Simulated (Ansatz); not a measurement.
Calculated with Ansatz (gas phase, PBE0-D4/def2-TZVP geometries, no zero-point term in ΔE). CCSD(T)/CBS adds triple-zeta CCSD(T) − MP2 to the extrapolated MP2 energy (def2 sets, frozen cores). This one scheme is used for every species. Functionals use def2-TZVPP. For Zn outer-core shells are correlated without core-valence functions, which leaves a few kJ/mol of doubt a bond. Scalar relativity is left out up to krypton. One conformer a species, not always the lowest.

Consider the hydrogenolysis of the Si–Zn bond: `OB[SiH2][ZnH]` + H₂ → `OB[SiH3]` + `[ZnH2]`.

```tsv
level	ΔE (kJ/mol)
PBE-D4	25.6
BLYP-D4	16.9
PBE	22.2
r2SCANh	16.7
HF/def2-SVP	-12.3
SCS-MP2/def2-TZVPP	4.7
SCS-MP2/def2-QZVPP	8.0
MP2/CBS(def2)	19.4
```

What does CCSD(T)/CBS give? (Best estimate.)

Ansatz gave: +15.5 kJ/mol. The listed levels differ from it by 10.1, 1.4, 6.7, 1.2, -27.8, -10.8, -7.5, 3.9 kJ/mol.

Largest T1 diagnostic among the species: 0.016.

In def2-TZVPP, CCSD(T) changes the Hartree–Fock value by +25.7 kJ/mol (the triples alone add +5.2 kJ/mol) and MP2 by +29.6 kJ/mol. From PBE to PBE0 (25 % exact exchange), in def2-TZVPP and without D4, ΔE moves by −5.6 kJ/mol.

CCSD(T)/CBS has its own doubt, a few kJ/mol and more with outer-core shells, so smaller differences from it don't rank the levels.
